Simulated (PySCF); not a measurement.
Be(OH)2 (BeH2O2), SMILES [OH][Be][OH]. Atoms are numbered in the order given.

```xyz
5

Be     0.0000     0.0000    -0.0010
O      0.0808    -1.4256    -0.0523
H     -0.4460    -2.0658     0.4206
O     -0.0808     1.4256    -0.0523
H      0.4460     2.0658     0.4206
```
Charge 0, spin multiplicity 1.

The structure is a stationary point at B3LYP-D3(BJ)/def2-TZVP. Other conformers were not sampled.

The numbers are results of PBE0/pcJ-1 (PySCF), not measurements.

Isotropic couplings with Fermi-contact, spin-dipole and both spin-orbit terms, one fixed conformer, no vibrational averaging. Isotopes: 1H.

Computed spin–spin coupling constants:
```tsv
pair	bonds apart	J (Hz)
H3–H5	4	-0.5
```
